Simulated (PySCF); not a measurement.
## Electron correlation in Cu²⁺ (copper, charge +2)

[Ar] 3d8 4s1, high-spin 4F determinant (an excited configuration). Calculation: PySCF 2.14, in aug-cc-pwCVTZ-DK (10s9p7d4f3g, 127 functions); scalar relativity by spin-free X2C-1e. Frozen: [Ne]; 17 electrons correlated.

MP2 pair energies summed by pair of shells (mhartree):

| pair | energy | share (%) |
| --- | --- | --- |
| 3d-3d | -271.80 | 36.7 |
| 3p-3d | -260.93 | 35.3 |
| 3p-3p | -71.32 | 9.6 |
| 3s-3d | -55.19 | 7.5 |
| 3s-3p | -37.55 | 5.1 |
| 3d-4s | -28.11 | 3.8 |
| 3p-4s | -8.46 | 1.1 |
| 3s-3s | -5.28 | 0.7 |
| 3s-4s | -0.96 | 0.1 |

Total MP2 correlation energy: -739.60 mhartree.

Same-spin part -236.95 and opposite-spin part -502.65 mhartree; SCS-MP2 scales them by 1/3 and 6/5 to -682.16 mhartree.
